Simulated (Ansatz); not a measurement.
C8H13OSc, SMILES `CC[C@]12[C@H]3[C@H]4[C@H]5[C@@H]1[Sc]4532([CH3])[OH]` from Hartree–Fock to CCSD(T)

```
atom   x (Å)   y (Å)   z (Å)
  C1  -2.258  -0.123   0.475
  C2  -1.792  -1.123  -0.581
  C3  -0.299  -1.124  -0.708
  C4   0.466  -0.310  -1.572
  C5   1.830  -0.495  -1.266
  C6   1.918  -1.433  -0.216
  C7   0.606  -1.821   0.128
 Sc8   0.793   0.544   0.733
  C9   0.546   2.600  -0.034
 O10   1.031   0.509   2.586
 H11  -1.856  -0.376   1.464
 H12  -1.946   0.898   0.218
 H13  -3.345  -0.101   0.575
 H14  -2.144  -2.124  -0.321
 H15  -2.241  -0.872  -1.546
 H16   0.070   0.363  -2.320
 H17   2.661  -0.008  -1.757
 H18   2.827  -1.798   0.241
 H19   0.335  -2.518   0.909
 H20  -0.210   2.737  -0.816
 H21   1.498   2.932  -0.476
 H22   0.315   3.303   0.777
 H23   1.195   0.340   3.508
```

The species carries charge 0 and has multiplicity 1. Correlated methods include outer-core shells of Sc, which these sets cover unevenly. Scalar relativity is left out up to krypton. Geometry: relaxed with PBE0-D4/def2-TZVP. It is one conformer, not always the lowest. Frozen core, restricted reference, Ansatz.

```json
{"basis": "def2-SVP", "HF (Eh)": "-1144.84898", "MP2 corr.": "-1.53247", "CCSD corr.": "-1.61115", "(T)": "-0.05940", "CCSD(T) total": "-1146.51953"}
{"basis": "def2-TZVPP", "HF (Eh)": "-1145.37974", "MP2 corr.": "-1.90397", "CCSD corr.": "-1.95829", "(T)": "-0.09133", "CCSD(T) total": "-1147.42936"}
{"basis": "def2-QZVPP", "HF (Eh)": "-1145.40999", "MP2 corr.": "-2.05193", "CCSD corr.": "–", "(T)": "–", "CCSD(T) total": "–"}
```
